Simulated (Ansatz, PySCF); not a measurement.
Stretching the Mg1–H2 bond in FHMg (SMILES [F][MgH]) (multiplicity 1 held, fragments rigid). Energies count from the point at 1.682 Å.
Geometry at that point (charge 0, multiplicity 1):
```xyz
3

Mg     0.000     0.000    -0.644
H      0.000     0.000    -2.326
F      0.000     0.000     1.117
```

U- levels take the lowest unrestricted solution at each point, which mixes spins at long bonds. Active spaces are followed from a long bond inwards. Curves can end on different states.

Frozen-core correlation. Rows in 3-21G, 6-31G* carry no dispersion term and start afresh at each structure (6-31G* with six Cartesian d functions). MP2/6-31G* freezes PySCF's default core, which is smaller on s-block atoms.

The values were computed with Ansatz (a quantum-chemistry and plane-wave program); PySCF for 3-21G rows, 6-31G* rows. Each number belongs to the level named beside it.

Other levels give for the energy at R = 5.381 Å: U-PBE/def2-TZVPPD 67.40; U-B3LYP/def2-TZVPPD 71.23; U-wB97X-V/def2-TZVPPD 72.51; FIC-MRCISD+Q on CASSCF(2,2)/def2-TZVPPD 70.57 kcal/mol.

Common cheap choices:

| level | energy at R = 5.381 Å (kcal/mol) |
|---|---|
| R-HF/3-21G | 143.13 |
| R-HF/6-31G* | 140.54 |
| U-HF/6-31G* | 48.80 |
| U-B3LYP/6-31G* | 70.62 |
| R-MP2/6-31G* | 91.54 |

Doubts at one or more of the structures used: a restricted determinant that unrestricted orbitals would lower (R-HF/3-21G, R-HF/6-31G*, R-MP2/6-31G*); a spin-contaminated determinant (U-HF/6-31G*, U-B3LYP/6-31G*, U-PBE/def2-TZVPPD, U-B3LYP/def2-TZVPPD, U-wB97X-V/def2-TZVPPD).
